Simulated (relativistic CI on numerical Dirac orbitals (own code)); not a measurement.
## Ta³⁺: 5p photoemission

Computed with this model: Dirac-Coulomb-Breit CI, separate exchange-only KLI orbitals for each configuration, model QED, multiplet model of photoemission in the sudden approximation, unscaled Slater integrals; configurations [Xe] 4f14 5d2 → [Kr] 4d10 4f14 5s2 5p5 5d2; 300 K; Lorentzian 1.05 eV and Gaussian 0.6 eV FWHM. Energies are those of the free ion, without screening or charge transfer. The energies are binding energies and can lie tens of eV above those of solids. S is read from ⟨S²⟩ = S(S + 1).

Field parameters in Wybourne normalisation: D3d B²₀ = −7Dσ, B⁴₀ = −14Dq − 21Dτ, B⁴₃ = −14√(10/7) Dq; D4h B²₀ = −7Ds, B⁴₀ = 21(Dq − Dt), B⁴₄ = 21√(5/14) Dq. The field is a parameter set, without covalency.

free ion: ground-state S = 0.97, centroid 74.33 eV. Peaks (eV, height): 68.8 (66), 70.4 (100), 75.6 (26), 77.4 (18), 82.0 (34), 88.6 (27).

D4h, 10Dq = 16300, Ds = 2360, Dt = 1000 cm⁻¹: ground-state S = 0.98, centroid 74.38 eV. Peaks (eV, height): 68.8 (81), 70.6 (100), 76.2 (27), 81.4 (30), 88.8 (22).

D4h, 10Dq = 38350, Ds = 1940, Dt = -40 cm⁻¹: ground-state S = 0.99, centroid 74.48 eV. Peaks (eV, height): 69.0 (99), 70.4 (100), 79.0 (38), 81.4 (33), 90.6 (11).

D3d, 10Dq = 11350, Dσ = 100, Dτ = 490 cm⁻¹: ground-state S = 0.99, centroid 74.41 eV. Peaks (eV, height): 69.0 (90), 70.6 (100), 77.0 (25), 80.8 (34), 88.8 (18).

D4h, 10Dq = 22550, Ds = 2680, Dt = 700 cm⁻¹: ground-state S = 0.99, centroid 74.43 eV. Peaks (eV, height): 69.0 (91), 70.6 (100), 77.0 (28), 81.0 (40), 87.4 (8), 89.2 (16).

Strongest unbroadened transitions for free ion:

```csv
Energy (eV),Relative strength
68.50,34.2
68.70,48.4
69.08,24.8
69.73,16.6
70.24,62.2
70.60,100.0
70.80,6.3
71.46,15.5
71.81,28.4
73.13,9.4
75.34,11.8
75.57,28.5
76.32,4.5
77.45,23.9
81.00,5.2
82.01,55.2
82.94,13.1
88.64,47.2
```
